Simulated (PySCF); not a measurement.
# PBE on Kr⁺ (krypton, charge +1)

Configuration: [Ar] 3d10 4s2 4p5, 2P determinant. Calculation: PySCF 2.14, in aug-cc-pwCVTZ-PP with ECP10MDF (8s7p6d4f1g, 96 functions); scalar relativity through the core potential.

```json
{"Total energy": "-463.0676 hartree", "One-electron energy": "-797.7819 hartree", "Hartree (Coulomb) energy": "367.7017 hartree", "Exchange-correlation energy": "-32.9873 hartree", "⟨S²⟩": "0.7521", "⟨L²⟩": "2.014", "Sum of ⟨r⟩": "22.08 bohr", "Sum of ⟨r²⟩": "31.29 bohr²", "Traceless quadrupole moment −½Σ⟨3z² − r²⟩ along its main axis": "1.39 e·bohr²"}
```

```tsv
shell	electrons	mean orbital energy (eV)	spread (eV)	rms radius, mean of both spins (bohr)
3s α	1	-262.19	0	0.573
3s β	1	-262.09	0	0.573
3p α	3	-206.46	0.705	0.589
3p β	3	-206.34	0.505	0.589
3d α	5	-94.276	0.685	0.607
3d β	5	-94.127	0.425	0.607
4s α	1	-34.389	0	1.64
4s β	1	-33.347	0	1.64
4p α	3	-19.936	1.506	1.97
4p β	2	-19.008	0	1.97
```

Energies and moments cover only the electrons outside the core potential.
